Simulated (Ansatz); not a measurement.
System: sum formula Si₂N₂H₇, net charge 0, doublet state. It need not be the lowest isomer of its formula. 
Structure (B3LYP-D3(BJ)/def2-TZVP (Ansatz, an electronic-structure program) minimum search):
```xyz
11

N      2.0955     0.3472     0.2764
Si     0.9547    -0.6717    -0.5318
Si    -1.1854    -0.2805     0.3297
N     -1.5295     1.3759    -0.0542
H      1.9019     1.3280     0.4059
H      3.0842     0.1527     0.2814
H      1.4493    -2.0686    -0.3628
H     -2.1118    -1.2913    -0.2593
H     -1.3107    -0.3812     1.8073
H     -2.2894     1.8474     0.4131
H     -1.4562     1.6829    -1.0125
```
Charge 0, spin multiplicity 2.

Total electronic energies in hartree. Correlated levels leave the core frozen unless marked. UHF or UKS for open shells. Spin-orbit coupling is left out. Non-relativistic. CBS marks a two-point X^-3 extrapolation of the correlation energy; Hartree-Fock from the larger set.

```
level                                                             program  energy (Eh)
---------------------------------------------------------  --------------  -----------
HF/6-31G*                                                          Ansatz   -690.80262
revPBE-D4/def2-TZVPD                                       Ansatz + dftd4   -692.64441
r2SCAN/def2-TZVPD                                                  Ansatz   -692.65972
B97M-V/def2-TZVPD                                                  Ansatz   -692.60568
B3LYP/def2-TZVPD                                                   Ansatz   -692.82303
PBE0-D3(BJ)/def2-TZVP                                      Ansatz + dftd3   -692.40619
PBE0/def2-TZVPD                                                    Ansatz   -692.40083
BHLYP/def2-TZVPD                                                   Ansatz   -692.70844
r2SCANh-D4/def2-TZVPD                                      Ansatz + dftd4   -692.65300
r2SCAN0-D4/def2-TZVPD                                      Ansatz + dftd4   -692.64065
LC-wPBE-D3(BJ)/def2-TZVPD                                  Ansatz + dftd3   -692.53672
wB97X-V/def2-TZVPD                                                 Ansatz   -692.64426
B2PLYP-D3(BJ)/def2-TZVPD                                   Ansatz + dftd3   -692.44419
PBE-QIDH/def2-TZVPD                                                Ansatz   -692.20696
MP2/CBS(cc-pV(T+d)Z,cc-pV(Q+d)Z)                                   Ansatz    -691.6935
RI-MP2/aug-cc-pV(Q+d)Z                                             Ansatz   -691.66597
RI-MP2/cc-pV(T+d)Z                                                 Ansatz   -691.59331
RI-MP2/cc-pV(Q+d)Z                                                 Ansatz   -691.65799
SCS-MP2/6-31G                                                      Ansatz   -691.00079
SCS-MP2/aug-cc-pV(T+d)Z                                            Ansatz   -691.62018
CCSD/cc-pVTZ                                                       Ansatz   -691.63585
CCSD(T) with core electrons (1s frozen past Ne)/cc-pwCVTZ          Ansatz   -692.29892
CCSD(T)/CBS(cc-pV(T+d)Z,cc-pV(Q+d)Z)                               Ansatz    -691.7614
```

Totals of different functionals don't rank their quality; only differences between species are comparable.
